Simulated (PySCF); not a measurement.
**From PBE to CCSD(T): MSi along the second period**

PBE and CCSD(T) in PySCF with def2-TZVPP on every atom, for the lowest determinant that a PBE0 search found; no spin–orbit coupling.

| molecule | state (unpaired electrons) | PBE Re (Å) | PBE ωe (cm⁻¹) | PBE De (eV) | CCSD(T) Re (Å) | CCSD(T) ωe (cm⁻¹) | CCSD(T) De (eV) |
| --- | --- | --- | --- | --- | --- | --- | --- |
| LiSi | quartet (σ ↑, π ↑↑) | 2.373 | 442 | 1.81 | ? | ? | ? |
| BeSi | triplet (π ↑↑) | 2.121 | 584 | 1.83 | 2.150 | 553 | 1.18 |
| SiB | quartet (σ ↑, π ↑↑) | 1.928 | 731 | 3.75 | 1.920 | 741 | 3.15 |
| SiO | singlet (closed shell) | 1.529 | 1197 | 8.49 | 1.521 | 1227 | 7.94 |

Q: Estimate the CCSD(T) values of LiSi by adding the mean shift from PBE to CCSD(T) of the other rows, and compare with the calculation.

A: The mean shifts are +0.4 pm, +3 cm⁻¹ and -0.60 eV, which give 2.377 Å, 445 cm⁻¹ and 1.21 eV. CCSD(T)/def2-TZVPP gives Re = 2.378 Å, ωe = 455 cm⁻¹, De = 1.76 eV.

Q: What are the mean differences of PBE from CCSD(T) over the whole series?

A: Re -0.4 pm, ωe -6 cm⁻¹, De +0.46 eV.

In a basis of this size CCSD(T) is itself not converged; it tends to give bonds that are too long and too weak.

Correlated steps freeze the inner cores (5 to 6 orbitals); shallow outer-core shells are correlated. UHF and ROHF references stand side by side, which adds small steps between rows. Where the molecule has an RHF reference, its open-shell atoms are computed with UHF. The CCSD T1 diagnostic is raised in SiB, SiO, a sign that a single reference may not be enough there. States were picked by a PBE0 search and need not be the measured ground states.
